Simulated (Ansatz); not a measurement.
`C=[CH][GaH][F]` + H–F → `[F][GaH][F]` + `C=C` at 400 K and 1 bar (ligand exchange at a Ga–C bond).

Calculated with Ansatz (gas phase, PBE0-D4/def2-TZVP geometries, no zero-point term in ΔE). CCSD(T)/CBS adds triple-zeta CCSD(T) − MP2 to the extrapolated MP2 energy (def2 sets, frozen cores). This one scheme is used for every species. For Ga outer-core shells are correlated without core-valence functions, which leaves a few kJ/mol of doubt a bond. Scalar relativity is left out up to krypton. Each species was taken in one conformer, which may not be the lowest.

| species | CCSD(T)/CBS energy (Eh) | H − E (kJ/mol) | S (J/(mol·K)) |
| --- | --- | --- | --- |
| `C=[CH][GaH][F]` | -2102.25716 | 160.3 | 350.7 |
| H–F | -100.39570 | 36.5 | 182.2 |
| `[F][GaH][F]` | -2124.20216 | 47.7 | 295.6 |
| `C=C` | -78.48111 | 149.4 | 232.7 |

H − E and S are ideal-gas, rigid-rotor, harmonic terms from PBE0-D4/def2-TZVP, for one conformer and one mirror image of each species. 1 Eh = 2625.50 kJ/mol, R = 8.31446 J/(mol·K).

Q: By hand: ΔE, ΔH, ΔS and ΔG.

A: ΔE = (-2124.20216) + (-78.48111) − (-2102.25716) − (-100.39570) = -0.03041 Eh = -79.8 kJ/mol. Δ(H − E) = 47.7 + 149.4 − 160.3 − 36.5 = 0.3, so ΔH = -79.5 kJ/mol. ΔS = 295.6 + 232.7 − 350.7 − 182.2 = -4.6 J/(mol·K). ΔG = -79.5 − 400 × (-4.6)/1000 = -77.7 kJ/mol.

Q: By hand: the equilibrium constant, and the temperature at which ΔG would vanish if ΔH and ΔS stayed fixed.

A: log₁₀ K = −ΔG/(RT ln 10) = 10.1. ΔG = 0 at ΔH/ΔS = 17283 K, far beyond where these terms or the molecules hold.

The number of gas molecules stays the same, so ΔS is small and ΔH decides. A doubt of 5 kJ/mol in ΔE shifts log₁₀ K by 0.7 here. Other conformers and mirror images would add mixing entropy, several J/(mol·K) or more a flexible species. These are equilibria of isolated gas molecules and say nothing of rates. Largest T1 diagnostic: 0.015 (customary marks: 0.02 for closed shells, 0.045 for open ones).
